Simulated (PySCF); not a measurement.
H8GeOSi2, SMILES O[SiH2][SiH2][GeH3] at its GFN2-xTB optimised geometry (Å):

```
12

O      1.8097     0.4442     0.0008
Si     1.6847    -1.1892     0.0000
Si    -0.6195    -1.1892     0.0000
Ge    -1.1790     1.0836     0.0000
H      2.6483     0.8987     0.0064
H      2.4026    -1.7129    -1.1699
H      2.3991    -1.7126     1.1726
H     -1.2132    -1.8622    -1.1645
H     -1.2091    -1.8584     1.1683
H     -0.6599     1.8622    -1.1724
H     -0.6718     1.8567     1.1818
H     -2.6483     1.4294    -0.0077
```

Calculation: PBE0/def2-TZVP in PySCF.

Map of the Laplacian of the electron density (e/bohr⁵), clipped to [-1.50, 1.50] on the plane z = 0.6 Å:

```
|11111111111111111111111111111|
|11111111111111111111111111111|
|11111111111111111111111111111|
|11111111111111111111111111111|
|11111111111111111111111111111|
|11111111111111111111111111111|
|11111111111111111111111111111|
|11111111111111111111111111111|
|11111111111111111111111111111|
|11111111112201111111111111111|
|11111111129941111111111111111|
|11111111149981111123221111111|
|11111111129941111234421111111|
|11111111112211111243421111111|
|11111111111111111233321111111|
|11111111111111111122211111111|
|11111111111122111122111111111|
|11111111111297111179211111111|
|11111111111164111146001111111|
|11111111111001111111001111111|
|11111111111111111111111111111|
|11111111111111111111111111111|
|11111111111111111111111111111|
|11111111111111111111111111111|
|11111111111111111111111111111|
|11111111111111111111111111111|
|11111111111111111111111111111|
|11111111111111111111111111111|
|11111111111111111111111111111|
```
Scale: ten equal steps from -0.235 (start of '0') to 1.50 (end of '9'), in the order '0123456789'; x runs from -5.00 to 5.00, y from -5.00 (bottom) to 5.00 (top).
